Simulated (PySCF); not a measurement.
Working out the ionisation energy of Ta

Ta [Xe] 4f14 5d3 6s2 (4F) → Ta⁺ [Xe] 4f14 5d3 6s1 (5F). Computed with PySCF 2.14 in cc-pVDZ-PP with ECP60MDF (4s4p3d1f, 38 functions), with scalar relativity through the core potential. Frozen: 5s2 5p6. Energies in hartree (1 hartree = 27.21139 eV):

```
             part  Ta (lower)  Ta⁺ (upper)
              UHF  -56.740050   -56.528143
MP2 opposite-spin   -0.038064     0.000000
    MP2 same-spin   -0.020782    -0.020501
```

Problem. What does Hartree-Fock give?

Solution. (-56.528143) − (-56.740050) = 0.211907 hartree = 5.766 eV.

Problem. What do MP2 and SCS-MP2 (6/5 opposite-spin, 1/3 same-spin) give?

Solution. The opposite-spin parts differ by 1.036 eV and the same-spin parts by 0.008 eV. MP2: 5.766 + (1.036) + (0.008) = 6.810 eV. SCS-MP2: 5.766 + 1.2 × (1.036) + (0.008)/3 = 7.012 eV.

Measured between the centres of the two terms (NIST): 7.573 eV, so MP2 (valence) is off by -0.763 eV.

A double-zeta basis recovers only part of the correlation energy.

What remains against the reference includes basis incompleteness, the frozen core and correlation beyond second order.
